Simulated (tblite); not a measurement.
C4H8FOP.
Z-matrix (Å and degrees, GFN2-xTB geometry), rows numbered from 1:
```
C 
C   1  1.5151
C   2  1.5452  1  117.20
F   3  1.3740  2  110.53  1   -29.86
C   3  1.5372  2   98.16  1  -144.12
P   5  1.8508  3   89.62  2    18.98
O   6  1.4606  2  122.72  1  -102.14
H   1  1.0888  2  110.47  3   -68.07
H   1  1.0874  2  110.36  3    51.82
H   1  1.0881  2  109.90  3   171.81
H   2  1.0957  1  110.93  3   125.74
H   3  1.0943  2  116.16  1    91.04
H   5  1.0870  3  113.91  2   141.55
H   5  1.0899  3  112.03  2   -93.06
H   6  1.3922  2  106.33  1    33.86
```

Method: GFN2-xTB as coded in tblite; computed harmonic values from a numerical Hessian at the method's own geometry, unscaled. This tight-binding method is rough: wavenumbers can miss measured ones by several per cent, in bad cases by 10 to 20. Modes of hydrogen on phosphorus can be 10 to 20 % off. One conformer, not necessarily the lowest.

Harmonic wavenumbers (cm⁻¹): 67.7, 166.4, 194.7, 219.8, 259.1, 293.6, 385.1, 495.6, 594.7, 681.5, 709.0, 780.4, 819.3, 875.3, 922.0, 952.1, 992.9, 1016.3, 1033.2, 1133.0, 1143.0, 1153.0, 1182.3, 1213.5, 1272.2, 1298.7, 1306.0, 1401.4, 1406.9, 1481.7, 1489.0, 2287.8, 2920.4, 2940.4, 2989.7, 3022.2, 3023.7, 3032.7, 3044.8.

A = 3434, B = 1858, C = 1388 MHz; mass 122.030 u (most abundant isotopes); point group C1, symmetry number 1.

Q: What is the zero-point energy?

A: Half the sum of the wavenumbers: 25101 cm⁻¹ = 300.27 kJ/mol.

Q: Entropy at 200 K, 1 bar (ideal gas, RRHO, classical rotation)?

A: Translation 160.47, rotation 112.12, vibration 46.26: S = 318.8 J/(mol K).

Q: And Cp and H(200 K) − H(0)?

A: Cp = 92.63 J/(mol K), of which vibrations give 59.37 (their classical limit is 39 R = 324.3); H(200 K) − H(0) = 12.15 kJ/mol without the zero-point energy, 5.50 from vibrations.

Q: How do the functions run with temperature in this model?

A: 
```
 T (K)  S (J/(mol K))  Cp (J/(mol K))  H − H(0) (kJ/mol)  G − H(0) (kJ/mol)  ln q(vib)
    50          231.2            43.0               1.83              -9.73       0.17
   100          266.6            61.3               4.44             -22.23       0.72
298.15          362.0           126.3              22.86             -85.07       3.93
373.15          393.2           152.1              33.31            -113.39       5.27
   500          443.1           189.8              55.10            -166.47       7.59
   750          530.6           241.0             109.48            -288.50      12.19
  1000          604.7           273.4             174.07            -430.67      16.57
```

q(vib) and H(0) count from the zero-point level.

Q: Blend soft modes into free rotors: weight 1/[1 + (100 cm⁻¹/ν̃)⁴] for the oscillator and the rest for a rotor with moment μB/(μ + B), μ = h/(8π²ν), B = 10⁻⁴⁴ kg m². What vibrational entropy results?

A: 44.57 J/(mol K) in place of 46.26, which changes −T·S at 200 K by +0.34 kJ/mol.

Hindered rotation and anharmonicity are outside this model. Other conformers, if any are populated, would add a mixing term that is left out. The structure is chiral; the term R ln 2 for an equal mix with its mirror image is left out.
